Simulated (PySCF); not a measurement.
Species: GeH7OPSi.
Atom-mapped SMILES: `[PH2:1][SiH2:2][O:3][GeH3:4]` (hydrogens: H5, H6 on P1; H7, H8 on Si2; H9, H10, H11 on Ge4)

Computed, not measured: PBE0-D3(BJ)/def2-SVP geometry optimisation, gas phase in PySCF 2.14.0.

(1) List the bond lengths, angles and torsions at this level.

## Answers

(1) 
```
                    bond  length (Å)
                  P1–Si2       2.268
                  Si2–O3       1.654
                  O3–Ge4       1.781
            P1–H5, P1–H6       1.429
          Si2–H7, Si2–H8       1.494
Ge4–H9, Ge4–H10, Ge4–H11       1.537
```

Bonds in one row agree within 0.01 Å and their mean is given. A selection of angles:
```
     angle  degrees
 Si2–P1–H5     93.0
 Si2–P1–H6     94.9
  H5–P1–H6     94.2
 P1–Si2–O3    109.5
 P1–Si2–H7    113.4
 P1–Si2–H8    105.8
 O3–Si2–H7    107.7
 O3–Si2–H8    111.5
 H7–Si2–H8    109.0
Si2–O3–Ge4    136.6
 O3–Ge4–H9    105.3
O3–Ge4–H10    108.8
H9–Ge4–H10    111.7
```

Dihedral angles: P1–Si2–O3–Ge4 34° (synclinal). The mirror-image conformer, all signs reversed, is as good.

Ge4 (germanium bonded to O and 3 H) is distorted tetrahedral (angles from 105.3° to 111.7°). O3 (oxygen bonded to Ge and Si) is bent (angle 136.6°). Si2 (oxygen-bound silicon) is distorted tetrahedral (angles from 105.8° to 113.4°). P1 (three-coordinate phosphorus) is pyramidal (angles 94.9°, 94.2° and 93.0°, sum 282.0°, 0.86 Å off the plane of its three neighbours).

Point group: C1 (no symmetry element, even within 0.4 Å). No PBE0-D3(BJ)/def2-SVP frequencies stand behind this structure, so it isn't proved a minimum. One conformer, not necessarily the lowest (H–P1–Si2–O3 177° and 83°, P1–Si2–O3–Ge4 34°).
